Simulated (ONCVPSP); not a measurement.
**Configuration tests for aluminium (Al) (ONCV)**

| Property | Result |
| --- | --- |
| Element | Al (Z = 13) |
| Generator | ONCVPSP 4.0.1 |
| Type | optimised norm-conserving Vanderbilt (ONCV) |
| Functional | PBE |
| Relativity | fully relativistic |
| Frozen core | [He] |
| Valence charge | 11 |
| Reference configuration | 2s2 2p6 3s2 3p0.5 (charge +0.5) |
| Partial waves | 2s+3s: rc 1.00 bohr, ncon 4, nbas 9, qcut 9.2 1/bohr, 2 projectors; 2p+3p: rc 0.90 bohr, ncon 3, nbas 7, qcut 18.3 1/bohr, 2 projectors; d scattering state at 0.1 Ha: rc 0.85 bohr, ncon 4, nbas 8, qcut 9.9 1/bohr, 2 projectors, debl 1 Ha |
| Local potential | polynomial inside 0.80 bohr (lpopt 5, dvloc0 2 Ha) |
| Core correction | none |

Open shells are filled in proportion to 2j + 1.

Energies are relative to the spin-unpolarised reference configuration 2s2 2p6 3s2 3p0.5; without spin polarisation the order of configurations can differ from experiment.

| valence configuration | charge | ΔE all-electron (eV) | error AE − PS (meV) |
| --- | --- | --- | --- |
| 2s2 2p6 3s2 3p1 | 0 | -2.086 | 0.0 |
| 2s2 2p6 3s2 3p0 | +1 | 3.676 | +0.2 |
| 2s2 2p5 3s2 3p1 | +1 | 80.728 | +168 |

(1) What are ΔE and the potential's error for 2s2 2p6 3s1 3p0?

Levels in the configuration 2s2 2p6 3s1 3p0:

```json
{"level": "2s j=1/2", "all-electron (eV)": "-128.759", "pseudo (eV)": "-128.779"}
{"level": "2p j=3/2", "all-electron (eV)": "-90.105", "pseudo (eV)": "-90.108"}
{"level": "2p j=1/2", "all-electron (eV)": "-90.549", "pseudo (eV)": "-90.551"}
{"level": "3s j=1/2", "all-electron (eV)": "-23.747", "pseudo (eV)": "-23.748"}
```

Answers

(1) ΔE = 22.901 eV all-electron; the error (AE − PS) is +0.1 meV.
